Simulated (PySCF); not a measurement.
Delta-SCF ions had no search for a lower state. Excitations are Tamm–Dancoff values on a coarser integration grid. The basis has no diffuse functions, so Rydberg states are missing or too high.

# C8H9FSi, SMILES `C=C(F)c1ccc([SiH3])cc1` (F–C–C–C torsion 5°) (charge 0, multiplicity 1)

The numbers are results of PBE-D3(BJ)/def2-TZVP // PBE0-D3(BJ)/def2-SVP in PySCF, not measurements.

| Property | Result |
|---|---|
| HOMO | -5.88 eV |
| dipole moment | 0.192 e·Å |
| HOMO–LUMO gap | 3.51 eV |
| LUMO | -2.37 eV |
| S1 excitation (TDA) | 4.39 eV |
| S1 oscillator strength | 0.015 |
| brightest of the four lowest singlets (TDA) | 4.64 eV |
| T1 excitation (TDA) | 3.03 eV |
| S1–T1 gap (TDA) | 1.36 eV |
| vertical ionisation energy (Delta-SCF) | 8.29 eV |
| total energy | -699.1069 Ha |
| cost | around 16 core-minutes (rough) |

```xyz
19

C     -3.5507     0.7007     0.1918
C     -2.6994    -0.1658    -0.3604
F     -3.1968    -1.2164    -1.0267
C     -1.2298    -0.1326    -0.3549
C     -0.5140    -1.0814    -1.0964
C      0.8776    -1.0652    -1.1108
C      1.6015    -0.1071    -0.3890
Si     3.4790    -0.0627    -0.4432
C      0.8749     0.8356     0.3574
C     -0.5131     0.8260     0.3775
H     -4.6253     0.5400     0.1016
H     -3.1933     1.5753     0.7323
H     -1.0610    -1.8360    -1.6627
H      1.4059    -1.8226    -1.6972
H      4.0132     0.4202     0.8663
H      4.0060    -1.4309    -0.7300
H      3.9660     0.8627    -1.5133
H      1.4029     1.5925     0.9447
H     -1.0436     1.5677     0.9777
```
